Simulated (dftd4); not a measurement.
AlF₄ (SMILES [F][Al-]([F])([F])[F]), charge -1, singlet, at a GFN2-xTB geometry (such geometries of metal compounds can be far from the true shape); D4 for revpbe run with dftd4 4.2.0.

dftd4 was given this input:
```
$ dftd4 mol.xyz --func revpbe --charge -1 --json dftd4.json --noedisp

# file mol.xyz
5

Al    -0.00000000     0.00000000    -0.00000000
F      1.58679882    -0.29963334    -0.47610446
F      0.00001338     0.79617763     1.48340395
F     -0.75975736     0.96255905    -1.15353150
F     -0.82705485    -1.45910335     0.14623202
```

What the program printed (banner, timings and long lists left out):

```
                    ____  _____ _____     ____  _  _
      -------------|  _ \|  ___|_   _|---|  _ \| || |------------
     |             | | | | |_    | | ___ | | | | || |_           |
     |             | |_| |  _|   | ||___|| |_| |__   _|          |
     |             |____/|_|     |_|     |____/   |_|            |
     |             ===================================           |
     |            E. Caldeweyher, S. Ehlert & S. Grimme          |
     |          Mulliken Center for Theoretical Chemistry        |
     |                    University of Bonn                     |
      -----------------------------------------------------------

Rational (Becke-Johnson) damping: revpbe-D4-ATM
---------------------
  s6         1.0000
  s8         1.7468
  s9         1.0000
  a1         0.5363
  a2         3.0726
 alp        16.0000
--------------------

Dispersion energy:      -9.3434329106811E-03 Eh

[Info] JSON dump of results written to 'dftd4.json'
```
